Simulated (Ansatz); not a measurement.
The same path of C2H8FNOSi (14 atoms, charge 0, multiplicity 1) was run twice with different band settings. The coordinate that changes most is the dihedral H7–C1–C2–O3.

Computed with RKS PBE0/def2-SVP (Ansatz).

Relaxed end points:

```xyz
14
Properties=species:S:1:pos:R:3
C 0.968 -1.581 1.438
C 1.033 -0.247 0.731
O -0.248 0.092 0.245
Si -0.574 1.203 -0.928
N -2.137 0.876 -1.496
F 0.606 1.025 -2.041
H 1.955 -1.853 1.843
H 0.646 -2.371 0.745
H 0.249 -1.542 2.270
H 1.760 -0.287 -0.100
H 1.384 0.535 1.431
H -0.484 2.620 -0.500
H -2.697 1.571 -1.971
H -2.474 -0.069 -1.637
```

```xyz
14
Properties=species:S:1:pos:R:3
C 0.972 -1.583 1.426
C 1.074 -0.283 0.662
O -0.216 0.137 0.271
Si -0.564 1.199 -0.940
N -2.191 0.963 -1.351
F 0.496 0.861 -2.135
H 0.332 -1.461 2.312
H 1.967 -1.916 1.758
H 0.535 -2.371 0.794
H 1.721 -0.408 -0.224
H 1.540 0.493 1.298
H -0.333 2.627 -0.615
H -2.739 1.671 -1.821
H -2.607 0.041 -1.405
```

Common settings: movable images 9; climbing image yes; spring 5.0 eV/Å²; start path through a guess of the saddle point; force threshold 0.05 eV/Å; end points relaxed.

| run | optimiser | iteration limit |
| --- | --- | --- |
| 1 | quadratic models (default) | 40 |
| 2 | lbfgs | 46 |

What does each run give, and how far can it be trusted?

Run 1: converged after 26 iterations, highest image 0.160 eV above the first end. A vibrational analysis at the climbing image gives one clearly imaginary mode, 269i cm⁻¹: a first-order saddle point.
Run 2: not converged after 46 iterations, highest image 0.231 eV above the first end. The band didn't meet its force threshold, so its energies are provisional: the largest band force was still 0.18 eV/Å, and over the last iterations the top stayed at 0.23 eV.
